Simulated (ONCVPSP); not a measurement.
# cadmium: one change to an ONCV potential, before and after

```
Element                 : cadmium (Cd)
Generator               : ONCVPSP 4.0.1
Type                    : optimised norm-conserving Vanderbilt (ONCV)
Functional              : LDA (Perdew-Wang 92)
Relativity              : fully relativistic
Frozen core             : [Kr]
Valence charge          : 12
Reference configuration : 4d10 5s1.75 5p0.25
Partial waves           : 5s: rc 2.00 bohr, ncon 4, nbas 8, qcut 2.7 1/bohr, 2 projectors, debl 1.5 Ha; 5p: rc 2.80 bohr, ncon 4, nbas 8, qcut 2.6 1/bohr, 2 projectors, debl 2.6 Ha; 4d: rc 1.40 bohr, ncon 3, nbas 8, qcut 11.4 1/bohr, 2 projectors, debl 4 Ha
Local potential         : polynomial inside 1.20 bohr (lpopt 5, dvloc0 0 Ha)
Core correction         : Teter function, fcfact 2.75, rcfact 1.05
```

Open shells are filled in proportion to 2j + 1.

All-electron outer shells of the reference configuration (LDA (PZ), scalar-relativistic, ld1.x):

| shell | level (eV) | outermost node (bohr) | outermost maximum (bohr) |
| --- | --- | --- | --- |
| 4s | -106.36 | 0.43 | 0.79 |
| 4p | -67.51 | 0.43 | 0.84 |
| 4d | -12.40 | 0.42 | 0.98 |
| 5s | -6.31 | 1.06 | 2.32 |
| 5p | -1.61 | 1.20 | 3.21 |

Change: all radii but the core radius scaled by about 1.07 (s 2.14, p 3.00, d 1.50 bohr); local potential polynomial inside 1.28 bohr (lpopt 5, dvloc0 0 Ha).

Cutoffs: the cutoffs (Ha) at which the residual kinetic energy of the hardest occupied pseudo-wave falls to 1 and 0.1 mHa per electron; they do not see the model core or the augmentation charge, which bear on the density cutoff. Errors are all-electron minus pseudo energies relative to the spin-unpolarised reference configuration.

Predict the effect on cutoff, ghosts and configuration errors.

The potential gets neither clearly harder nor softer (38 Ha and 46 Ha → 37 Ha and 44 Ha); both files keep a bound ghost (s); the lowest positive-energy flag moves from p3/2 at 25.4 eV to p3/2 at 42.3 eV; of the 3 tests that both files solve, the error grows in 1 and shrinks in 0 by more than 15 % and 0.3 meV (median size 1.6 → 1.7 meV).

| quantity | base | changed |
| --- | --- | --- |
| cutoff, loose | 38 Ha | 37 Ha |
| cutoff, tight | 46 Ha | 44 Ha |
| loose cutoff by channel | s 6.8 Ha, p 2.1 Ha, d 38 Ha | s 7.7 Ha, p 1.6 Ha, d 37 Ha |
| bound ghosts | s | s |
| GHOST(+) flags under 300 eV | p3/2 at 25.4 eV, p1/2 at 30.4 eV | p3/2 at 42.3 eV, p1/2 at 48.8 eV |
| tests with a reliable result | 3 of 4 | 3 of 4 |
| error for 4d10 5s2 5p0, meV [ΔE -1.16 eV] | 0.0 | +0.1 |
| error for 4d10 5s1 5p0, meV [ΔE 8.46 eV] | -1.6 | -1.7 |
| error for 4d10 5s0 5p1, meV [ΔE 14.36 eV] | +5.5 | +9.1 |
| rms error of d²Exc/dni dnj with the model core, mHa | 5.06 | 5.05 |

 A true bound ghost makes a file unfit for plane-wave use even where its test errors are small: the radial tests pick states by their node count and pass the ghost by.
